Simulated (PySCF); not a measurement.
How methods differ on the excitation energy of Xe

Xe [Xe] (1S) → Xe [Kr] 4d10 5s1 5p6 6s1 (3S), as a difference of total energies. Computed with PySCF 2.14 in aug-cc-pVQZ-PP with one added diffuse shell each of s, p, d, f, g type with ECP28MDF (8s8p6d4f3g, 117 functions), with scalar relativity through the core potential. Correlated levels: valence: 4s2 4p6 4d10 frozen. The calculations carry no spin-orbit coupling.

| method | excitation energy (eV) |
| --- | --- |
| UHF | 22.927 |
| LDA | 20.777 |
| PBE | 20.607 |
| PBE0 | 21.430 |
| r2SCAN | 21.369 |
| TPSSh | 21.259 |
| B2PLYP | 21.083 |
| CAM-B3LYP | 21.698 |

Question: Estimate what MP2 (valence) gives.

Answer: 26.201 eV, closest to UHF among the rows shown.

Question: Estimate what SCS-MP2 (valence) gives.

Answer: 26.932 eV, closest to UHF among the rows shown.

The upper state lies above the first ionisation limit, where it may autoionise and the basis confines it. A Rydberg-like electron needs more diffuse functions than a valence basis has.

The promoted electron is Rydberg-like, and one or two diffuse shells describe it only roughly, which tends to raise the upper state.
